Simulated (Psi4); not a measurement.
V (SMILES [V]), quartet; B3LYP/6-31G* in Psi4.

Here is a job for Psi4.
```
memory 2 GB

molecule mol {
0 4
V     0.000000    0.000000    0.000000
}

set {
  basis 6-31g*
  reference uks
}

energy('b3lyp')
print_variables()
```

Problem. Write the output that Psi4 gives for this input, abridged.

Solution. 
```
   => Loading Basis Set <=

    Name: 6-31G*
    Role: ORBITAL
    Keyword: BASIS

         ---------------------------------------------------------
                                   SCF
               by Justin Turney, Rob Parrish, Andy Simmonett
                          and Daniel G. A. Smith
                              UKS Reference
         ---------------------------------------------------------

  ==> Geometry <==

    Molecular point group: d2h
    Geometry (in Angstrom), charge = 0, multiplicity = 4:

       Center              X                  Y                   Z               Mass
    ------------   -----------------  -----------------  -----------------  -----------------
         V            0.000000000000     0.000000000000     0.000000000000    50.943957040000

  Running in d2h symmetry.

  Rotational constants: A = ************  B = ************  C = ************ [cm^-1]
  Rotational constants: A = ************  B = ************  C = ************ [MHz]
  Nuclear repulsion =    0.000000000000000

  Charge       = 0
  Multiplicity = 4
  Electrons    = 23
  Nalpha       = 13
  Nbeta        = 10

  ==> Algorithm <==

  SCF Algorithm Type is DF.
  DIIS enabled.
  MOM disabled.
  Fractional occupation disabled.
  Guess Type is CORE.
  Energy threshold   = 1.00e-06
  Density threshold  = 1.00e-06
  Integral threshold = 1.00e-12

  ==> Primary Basis <==

  Basis Set: 6-31G*
    Blend: 6-31G*
    Number of shells: 12
    Number of basis functions: 39
    Number of Cartesian functions: 39
    Spherical Harmonics?: false
    Max angular momentum: 3

  ==> DFT Potential <==

   => LibXC <=

    Version 7.1.2
    S. Lehtola, C. Steigemann, M. J. T. Oliveira, and M. A. L. Marques,  SoftwareX 7, 1–5 (2018) (10.1016/j.softx.2017.11.002)

   => Composite Functional: B3LYP <=

    B3LYP Hyb-GGA Exchange-Correlation Functional

    P. J. Stephens, F. J. Devlin, C. F. Chabalowski, and M. J. Frisch,  J. Phys. Chem. 98, 11623 (1994) (10.1021/j100096a001)

    Deriv               =              1
    GGA                 =           TRUE
    Meta                =          FALSE

    Exchange Hybrid     =           TRUE
    MP2 Hybrid          =          FALSE

   => Exchange Functionals <=

    0.0800   Slater exchange
    0.7200         Becke 88

   => Exact (HF) Exchange <=

    0.2000               HF

   => Correlation Functionals <=

    0.1900   Vosko, Wilk & Nusair (VWN5_RPA)
    0.8100   Lee, Yang & Parr

   => LibXC Density Thresholds  <==

[...]
   @S   Observed:                1.500000000E+00

    Orbital Energies [Eh]
    ---------------------

    Alpha Occupied:

[...]
       5Ag    -0.190029

    Alpha Virtual:

[...]
    Beta Occupied:

[...]
       4Ag    -0.173108

    Beta Virtual:

[...]
    Final Occupation by Irrep:
             Ag   B1g   B2g   B3g    Au   B1u   B2u   B3u
    DOCC [     4,    0,    0,    0,    0,    2,    2,    2 ]
    SOCC [     1,    0,    1,    1,    0,    0,    0,    0 ]
    NA   [     5,    0,    1,    1,    0,    2,    2,    2 ]
    NB   [     4,    0,    0,    0,    0,    2,    2,    2 ]

  @DF-UKS Final Energy:  -943.82559799597084

   => Energetics <=

    Nuclear Repulsion Energy =              0.0000000000000000
    One-Electron Energy =               -1294.6486832961602431
    Two-Electron Energy =                 387.2329248228250549
    DFT Exchange-Correlation Energy =     -36.4098395226355933
    Empirical Dispersion Energy =           0.0000000000000000
    VV10 Nonlocal Energy =                  0.0000000000000000
    Total Energy =                       -943.8255979959708384

  UHF NO Occupations:
  HONO-2 :    5 Ag 1.0000000
  HONO-1 :    1B3g 1.0000000
  HONO-0 :    1B2g 1.0000000
  LUNO+0 :    6 Ag 0.0016773
  LUNO+1 :    3B3u 0.0000842
  LUNO+2 :    3B2u 0.0000842
  LUNO+3 :    3B1u 0.0000842

Computation Completed

Properties will be evaluated at   0.000000,   0.000000,   0.000000 [a0]

Properties computed using the SCF density matrix

 Multipole Moments:

 ------------------------------------------------------------------------------------
     Multipole            Electronic (a.u.)      Nuclear  (a.u.)        Total (a.u.)
 ------------------------------------------------------------------------------------

 L = 1.  Multiply by 2.5417464519 to convert [e a0] to [Debye]
 Dipole X            :          0.0000000            0.0000000            0.0000000
 Dipole Y            :          0.0000000            0.0000000            0.0000000
 Dipole Z            :          0.0000000            0.0000000            0.0000000
 Magnitude           :                                                    0.0000000

 ------------------------------------------------------------------------------------

  Variable Map:
  ----------------------------------------------------------------------------
[...]
  Array Variable Map:
  ----------------------------------------------------------------------------
[...]
[...]
```
